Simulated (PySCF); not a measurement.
PySCF input file for Al(F)2(GeH3) (AlF2GeH3), SMILES [F][Al]([F])[GeH3], PBE/pcSseg-1. The structure is a stationary point at PBE0-D3(BJ)/def2-SVP.

```python
import numpy as np
from pyscf import gto, scf, dft
from pyscf.prop.nmr import rks as nmr

mol = gto.M(
    atom='''
    Al    0.51937123   -0.57441867    0.75444927
    F     2.12890633   -0.95741470    0.63083303
    F    -0.26508845   -1.13772679    2.10372841
    Ge   -0.64919361    0.72803193   -0.95110519
    H    -1.53094057    1.80658310   -0.29731732
    H     0.34514865    1.41010238   -1.90535581
    H    -1.56619932   -0.18999112   -1.78085456
    ''',
    basis='pcSseg-1',
    charge=0,
    spin=0,
    max_memory=1600,
    verbose=3,
)
mf = dft.RKS(mol, xc='pbe')
mf.grids.level = 3
mf.conv_tol = 1e-10
mf.max_cycle = 100
mf.kernel()
n = nmr.NMR(mf)
n.verbose = 2
n.max_cycle_cphf = 60
sigma = n.kernel()
print('atom   isotropic/ppm   span/ppm')
for i, s in enumerate(sigma):
    w = np.linalg.eigvalsh((s + s.T) / 2)
    print(f'{mol.atom_symbol(i):2s}{i + 1:3d} {w.mean():14.3f} {w[2] - w[0]:11.3f}')
```

Program output:

```
converged SCF energy = -2520.19967837243
atom   isotropic/ppm   span/ppm
Al  1        431.886     129.134
F   2        271.568     269.706
F   3        272.018     269.357
Ge  4       1711.008     116.174
H   5         27.886      17.415
H   6         27.935      17.621
H   7         27.842      17.208
```

The calculation finished and met its thresholds.

Cost: about 20 core-seconds (a rough figure).
